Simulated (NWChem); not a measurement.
System: SiN2H5Br; SMILES N[SiH](N)Br

```xyz
9

Si     0.0196    -0.9222     0.3831
N     -1.4751    -1.4741    -0.2444
N      1.2651    -1.8352    -0.3534
Br    -0.0105     1.2921    -0.0510
H      0.2763    -0.9976     1.8480
H     -2.2890    -0.8719    -0.2518
H     -1.7169    -2.4577    -0.2040
H      1.3023    -1.9168    -1.3640
H      2.1925    -1.8476     0.0560
```
Atoms are numbered in this order, from 1.

Results from NWChem. All runs use the structure optimised with PBE0/def2-SVP. Level: PBE0/def2-SVP with SMD (1 M gas to 1 M solution), gas-phase geometry. Reactions with the solvent are ignored.

Problem. What does the run give for solvent water? Quantities: solvation free energy (kcal/mol); cavity-dispersion-structure term (kcal/mol); dipole in solution (D).

Solution. 
- solvation free energy (kcal/mol): -3.6
- cavity-dispersion-structure term (kcal/mol): 2.8
- dipole in solution (D): 2.94
